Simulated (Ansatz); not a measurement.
This geometry of AlF2H2N + H2 (8 atoms, charge 0, multiplicity 1) is a first-order saddle point.

Method: RKS PBE-D4/def2-mTZVP in Ansatz 0.2.0.

```xyz
8
Properties=species:S:1:pos:R:3
Al -0.028 0.266 0.159
N -0.026 0.035 2.019
H -0.831 -0.347 2.521
H 0.828 -0.162 2.544
F 1.455 0.115 -0.582
F -1.448 -0.166 -0.598
H -0.203 1.972 0.718
H -0.163 1.411 1.554
```

Task: Which two structures does it join? (They come from a converged band through this point; their orientation in space is the band's.)

Result: Bonds broken: H7–H8. Bonds formed: Al1–H7, N2–H8. AlF2H2N + H2 becomes AlF2H4N.

Image 0:

```xyz
8
Properties=species:S:1:pos:R:3
Al -0.002 -0.033 0.415
N 0.030 -0.414 2.138
H -0.783 -0.698 2.679
H 0.879 -0.514 2.689
F 1.416 0.225 -0.418
F -1.435 -0.087 -0.430
H -0.254 2.396 0.260
H -0.266 2.248 1.004
```

Image 8:

```xyz
8
Properties=species:S:1:pos:R:3
Al -0.053 0.569 0.001
N -0.059 0.299 2.032
H -0.789 -0.378 2.283
H 0.844 -0.095 2.321
F 1.438 -0.170 -0.302
F -1.405 -0.386 -0.337
H -0.171 2.136 -0.245
H -0.220 1.148 2.583
```

Task: How far does it lie above each of them?

Result: 61.7 kJ/mol above the first and 143.1 kJ/mol above the second. This is the barrier of this one path; another mechanism may lie lower. The orbitals stay closed-shell, which can raise the energy where a bond breaks towards radicals; this wasn't checked here.

Time of the run: 95 s on 2 threads of Arm Neoverse V2 (shared host), peak memory 0.15 GiB.
